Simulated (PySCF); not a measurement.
BO, SMILES [B]=O (connectivity only; charge and spin as stated), charge +1, multiplicity 1. Geometry: r2SCAN-D4/def2-TZVPD. The spin state was assumed, not searched.

TDDFT-ωB97X/def2-TZVPD (PySCF) puts the lowest singlet excitations at 1.99, 1.99, 4.46, 8.13, 8.26, 8.26 eV.

Question: What are the lowest excitation roots from ADC(3)/aug-cc-pVDZ (PySCF)? (Estimate from the structure and the level; the computed values follow.)

Answer: 2.03, 2.03, 5.34, 8.27, 8.27, 8.29 eV. S1 differs by 0.03 eV (second minus first; roots are paired by order, and the bases may differ).
